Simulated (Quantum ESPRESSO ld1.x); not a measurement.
Question: These are the eigenvalues of the occupied orbitals of an atom or ion with whole-number occupations (hartree). All-electron calculation, scalar-relativistic Kohn-Sham, LDA (Slater exchange, Perdew-Wang correlation), spin-polarised, spherical densities, point nucleus. Program: ld1.x of Quantum ESPRESSO 7.5.

| orbital | eigenvalue |
|---|---|
| 1s down | -1839.54 |
| 1s up | -1839.54 |
| 2s up | -303.741 |
| 2s down | -303.736 |
| 2p up | -270.406 |
| 2p down | -270.403 |
| 3s up | -67.3295 |
| 3s down | -67.2294 |
| 3p up | -57.0031 |
| 3p down | -56.9038 |
| 3d up | -43.3322 |
| 3d down | -43.2542 |
| 4s up | -13.6080 |
| 4s down | -13.3866 |
| 4p up | -10.2020 |
| 4p down | -9.98295 |
| 4d up | -5.48942 |
| 4d down | -5.27467 |
| 5s up | -1.87350 |
| 5s down | -1.75469 |
| 5p up | -1.03818 |
| 5p down | -0.94431 |
| 4f up | -0.38870 |
| 6s up | -0.16459 |
| 6s down | -0.14425 |
| 5d up | -0.11386 |

Which element is it, and in what charge state? The configuration may be excited. Open shells, if any, are filled with parallel spins first.

Answer: Z = 64, gadolinium, charge 0: Gd in [Xe] 4f7 5d1 6s2. The list shows which subshells hold electrons but not how many an open one holds; the 1s level, -1839.5 hartree, gives Z - s = 60.7 by -(Z - s)^2/2, which with screening and relativity narrows Z to a few neighbours, and the depths of the outer levels then fix element, charge and occupations together.
